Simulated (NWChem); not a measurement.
# Si₂NH₆F; SMILES N[SiH2][SiH2]F

```xyz
10

Si    -0.4305     1.1946    -0.2039
F      0.9631     1.8095     0.4384
Si    -0.4701    -1.1196     0.2784
N      0.9149    -2.0186    -0.3174
H     -0.3866     1.4442    -1.6921
H     -1.5891     1.9739     0.3678
H     -1.7160    -1.7038    -0.3388
H     -0.5168    -1.2969     1.7731
H      1.0393    -2.0570    -1.3339
H      1.8162    -1.7980     0.1182
```
Atoms are numbered in this order, from 1.

Computed with NWChem. Pople sets run with spherical d functions. Structure relaxed at the PBE-D3(BJ)/def2-SVP level. B3LYP is NWChem's, with the RPA form of VWN correlation. Vzz is the largest principal value of the second derivative of the potential at the nucleus (NWChem prints the opposite sign); η is the asymmetry. Non-relativistic.

Task: Predict the results for B3LYP/6-31G*. Quantities: Vzz N4 (a.u.); η N4.

Result: 
| Quantity | Value |
|---|---|
| Vzz N4 (a.u.) | -0.854 |
| η N4 | 0.30 |
